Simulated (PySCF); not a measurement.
## Which determinant of GeBi⁺ lies lowest?

Unrestricted PBE0; PySCF, scalar-relativistic core potentials, basis sets Ge def2-SVP, Bi def2-SVP with ECP60. Outer shells of the fragments: Ge 3d10 4s2 4p2; Bi+ 5d10 6s2 6p2.

Followed along the bond (rough minima from three points):

| 2Ms+1 | unpaired | ⟨S²⟩ at the start | R at minimum (Å) | Te (eV) |
| --- | --- | --- | --- | --- |
| 3 | π ↑↑ | 2.00 | 2.68 | 0.00 |
| 1 | π ↑↓ | 1.00 | 2.68 | 0.24 |
| 3 | σ ↑, π ↑ | 2.29 | 2.55 | 0.61 |
| 1 | σ ↓, π ↑ | 1.31 | 2.55 | 0.82 |
| 1 | none | 0.00 | 2.70 | 0.85 |

Solutions found at the starting distance of 2.720 Å, counted from the lowest of them; the search is not exhaustive and high or unbound solutions are not listed, so other states can lie among these:

| 2Ms+1 | unpaired | term | E (eV) | ⟨S²⟩ | ⟨Lz²⟩ | μ (D) |
| --- | --- | --- | --- | --- | --- | --- |
| 3 | π ↑↑ | ³Σ⁻ | 0.00 | 2.00 | 0.00 | -2.65 |
| 1 | π ↑↓ | mixed | 0.24 | 1.00 | 2.01 | -2.50 |
| 3 | σ ↑, π ↑ | ³Π | 0.74 | 2.29 | 1.02 | -2.61 |
| 1 | none | mixed | 0.85 | 0.00 | 2.00 | -2.21 |
| 1 | σ ↓, π ↑ | mixed | 0.94 | 1.31 | 1.02 | -2.58 |
| 5 | σ ↑, π ↑↑↑ | ⁵Π | 1.28 | 6.00 | 1.00 | -1.99 |
| 3 | σ ↑, π ↑↑↓ | mixed | 1.86 | 3.01 | 3.01 | -1.99 |
| 3 | σ ↓, π ↑↑↑ | mixed | 1.94 | 3.02 | 1.00 | -1.87 |
| 3 | π ↑↑ | mixed | 2.05 | 2.01 | 2.01 | -0.38 |
| 5 | σ ↑↑, π ↑↑ | ⁵Σ⁻ | 3.84 | 6.00 | 0.00 | -3.07 |

A term symbol is given only where ⟨S²⟩ and ⟨Lz²⟩ are close to those of a pure state; real π, δ and φ orbitals otherwise mix terms. A positive dipole points towards Bi; it is taken about the centre of mass and depends on that origin.

These are scalar-relativistic numbers at best; spin–orbit coupling would shift them, the dissociation energy most.
